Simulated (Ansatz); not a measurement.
Geometry optimisation, RKS PBE0-D4/cc-pVDZ (Ansatz 0.2.0).

input.yaml

```yaml
crystal:
  periodic: [false, false, false]
  atoms:
    - { symbol: C, position_ang: [-1.2585, -1.6207, -0.7633] }
    - { symbol: S, position_ang: [-0.2722, -0.546, -1.8542] }
    - { symbol: Al, position_ang: [0.613, 0.6502, -0.1594] }
    - { symbol: "N", position_ang: [2.3148, 0.0401, 0.6998] }
    - { symbol: C, position_ang: [-0.2322, 2.2803, 0.4716] }
    - { symbol: O, position_ang: [-1.2632, 2.687, -0.0425] }
    - { symbol: H, position_ang: [-1.8595, -2.2812, -1.3989] }
    - { symbol: H, position_ang: [-0.6337, -2.1406, -0.0811] }
    - { symbol: H, position_ang: [-2.0131, -0.9241, -0.1625] }
    - { symbol: H, position_ang: [-0.56081, -0.3446, -0.22376] }
    - { symbol: H, position_ang: [1.9809, -0.1771, 1.7173] }
    - { symbol: H, position_ang: [0.214, 2.8575, 1.3283] }
basis:
  gaussian: { orbitals: cc-pVDZ }
hamiltonian:
  xc: pbe0
  dispersion: d4
relax:
  f_tol: 0.02
  max_steps: 50
```

Command:

```bash
$ ansatz run input.yaml --threads 2 --pin off --max-ram 3072MiB --backend cpu --events-out ev --progress --plain --runs-dir out
```

Q: Where does it end, and by what steps?

A: The forces met the threshold. After 38 steps the energy has fallen by 4.861 eV; H10 moved furthest, 1.77 Å. Parted: Al3–H10.

```csv
step,energy less start (eV),largest force component (eV/Å),accepted
0,0.0000,5.396,yes
2,-1.8327,3.482,yes
4,-2.7966,2.801,yes
6,-3.4710,1.439,yes
8,-3.9418,0.577,yes
10,-4.3018,0.803,yes
12,-4.6372,0.362,yes
14,-4.7464,1.321,yes
16,-4.7875,0.852,yes
18,-4.8162,0.164,yes
20,-4.8238,0.110,yes
22,-4.8303,0.277,yes
24,-4.8434,0.100,yes
26,-4.8497,0.185,yes
28,-4.8553,0.269,yes
30,-4.8585,0.117,yes
32,-4.8587,0.114,yes
34,-4.8605,0.038,yes
36,-4.8609,0.023,yes
38,-4.8610,0.016,yes
```

```xyz
12
Properties=species:S:1:pos:R:3
C -0.961 -1.786 -0.740
S -0.963 -0.006 -1.151
Al 0.674 0.734 0.501
N 1.474 -0.741 0.812
C 0.008 2.660 0.453
O -0.956 2.857 -0.265
H -1.126 -2.356 -1.662
H 0.032 -1.960 -0.282
H -1.751 -1.996 -0.008
H -2.121 0.403 -0.580
H 2.279 -0.856 1.428
H 0.441 3.527 1.024
```

The run took 68 s on 2 threads of AMD EPYC 9R45 96-Core Processor (Zen 5), on a shared host, peak memory 0.32 GiB.
